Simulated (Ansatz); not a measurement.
Born–Oppenheimer molecular dynamics of AlF$_{2}$H$_{3}$O (7 atoms, charge 0, multiplicity 1). It starts at the highest image of a converged band. Of that band: The profile has 2 maxima (images 3, 8) with wells between them (image 6): this band takes more than one step, which may be the mechanism or a detour left from its start path. A vibrational analysis at the climbing image gives one clearly imaginary mode, 535i cm⁻¹: a first-order saddle point.

Level of theory: Ansatz, RKS PBE0-D4/def2-SVP.

```yaml
ensemble: NVE (velocity Verlet)
time_step: 0.5 fs
steps_asked: 200
starting_velocities_drawn_for: 100 K
seed: 8849
```

First frame:

```xyz
7
Properties=species:S:1:pos:R:3
Al 0.034 0.086 0.005
H 0.124 -0.108 1.676
F 1.505 -0.022 -0.748
O -1.350 -0.389 -0.828
H -2.261 -0.459 -0.547
F -0.077 1.831 0.778
H 0.033 1.114 1.550
```

(1) What does the run give?

(2) What happens to the structure?

(3) How do temperature and energy run in time?

## Answers

(1) All steps were run.

```yaml
steps_done: 200
time_covered: 100 fs
mean_temperature_over_the_second_half: 1144 K
spread_of_the_potential_energy_over_the_second_half: 18.3 meV per atom
mean_potential_energy_of_the_second_half_above_the_start: -96.4 meV per atom
```

The conserved energy stayed within 0.099 meV per atom of its start (net change -0.018 meV per atom), so the integration is sound. The kinetic energy rose, since the run started high on the potential surface and went downhill. It ends in pieces (AlF2HO + H2), so much of that is their flight and rotation, not heat. A run of 0.1 ps of so small a system gives no equilibrium averages. The orbitals stay closed-shell, which can raise the energy where a bond breaks towards radicals; this wasn't checked here.

(2) Between its relaxed ends the band would form H2–H7 and break Al1–H2, F6–H7. These pairs go: H2–H7 1.23 → 0.78 Å, Al1–H2 1.68 → 5.46 Å, F6–H7 1.06 → 6.92 Å. In the last frame they stand as after the step (other bonds may differ from the relaxed reactants and products). Also parted: Al1–H7 1.86 → 6.17 Å. It ends as AlF2HO + H2. Pairs count as bonded within 1.25 times the sum of covalent radii (0.12 Å more for H–H). This is one draw of velocities; another would differ in detail.

(3) 
| time (fs) | T (K) | potential energy less start (eV) | conserved less start (meV/atom) |
| --- | --- | --- | --- |
| 0 | 100 | 0.000 | 0.00 |
| 5 | 58 | 0.028 | 0.03 |
| 10 | 57 | 0.029 | 0.06 |
| 15 | 95 | 0.004 | 0.05 |
| 20 | 170 | -0.045 | 0.05 |
| 25 | 552 | -0.292 | 0.02 |
| 30 | 1215 | -0.721 | 0.00 |
| 35 | 1618 | -0.981 | 0.01 |
| 40 | 1405 | -0.843 | 0.05 |
| 45 | 1370 | -0.821 | 0.02 |
| 50 | 1601 | -0.970 | -0.02 |
| 55 | 1419 | -0.852 | 0.04 |
| 60 | 1249 | -0.742 | 0.04 |
| 65 | 1146 | -0.676 | 0.04 |
| 70 | 1002 | -0.582 | 0.03 |
| 75 | 915 | -0.527 | 0.00 |
| 80 | 1044 | -0.610 | 0.03 |
| 85 | 1246 | -0.740 | 0.02 |
| 90 | 997 | -0.580 | 0.02 |
| 95 | 919 | -0.529 | 0.04 |
| 100 | 1404 | -0.843 | -0.02 |

The run took 12 min on 1 thread of Arm Neoverse N1, on a shared host, peak memory 0.16 GiB.
